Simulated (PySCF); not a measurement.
# Stationary points of AgO₂⁻

All numbers come from B3LYP in PySCF with Ag def2-SVPD with ECP28, O def2-SVPD; scalar-relativistic core potentials, no spin–orbit coupling; density-fitted integrals.

Relaxations began from a few typed shapes; open shells are unrestricted. The search is not exhaustive: other isomers or separated fragments can lie lower, and high-lying points may rest on an excited occupation.

```csv
spin,group,bonds,angles,imaginary modes (cm⁻¹),ΔE (kJ/mol),ΔE with ZPE (kJ/mol)
triplet,D∞h,Ag–O 1.983 Å (×2),O–Ag–O 180.0°,none,0.0,0.0
triplet,D∞h,Ag–O 1.894 Å (×2),O–Ag–O 180.0°,none,27.0,28.8
triplet,Cs,"Ag–O 2.285 Å, O–O 1.340 Å",Ag–O–O 111.9°,none,46.0,47.3
triplet,C2v,"Ag–O 2.461 Å (×2), O–O 1.352 Å","Ag–O–O 74.1° (×2), O–Ag–O 31.9°",56i,47.4,–
```

The lowest minimum found is the triplet D∞h: Ag–O 1.983 Å (×2); O–Ag–O 180.0°.

Formally Ag is in oxidation state +3, d8, with 2 unpaired electrons (the high-spin count). The Mulliken spin on Ag is 0.07, so most of the spin sits on the ligands and the formal count fails. The polar-tensor charge on Ag, 0.13, is far below the formal one.

For the lowest minimum: with open d or f shells other occupations or spin states may lie lower. The lowest empty level of this anion is unbound, so it and the gap depend on the basis.
